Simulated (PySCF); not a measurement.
**Radial density of Ag⁺ (silver, charge +1)**

M06-2X, [Kr] 4d9 5p1, one real determinant (an excited configuration). Computed with PySCF 2.14 in x2c-QZVPPall with one added diffuse shell each of s, p, d, f, g type (14s9p8d5f3g, 143 functions), with scalar relativity by spin-free X2C-1e.

```csv
r (bohr),4πr²ρ (e/bohr),4πr²(ρα − ρβ)
0.0312,55.61,0.0028
0.0524,54.13,0.0105
0.0882,75.17,0.0400
0.148,57.89,0.1502
0.250,58.27,0.2329
0.420,39.29,-0.0004
0.706,17.08,0.5809
1.19,13.78,0.8473
2.00,2.712,0.4283
3.36,0.4327,0.3076
5.65,0.08239,0.0818
9.50,5.868e-05,0.0001
16.0,4.110e-05,0.0000
```

Densities and radii are taken from the X2C orbitals without a picture-change correction, which distorts them close to the nucleus.

⟨L²⟩ = 8.01 against 12 for a pure F term, so this real determinant mixes terms.
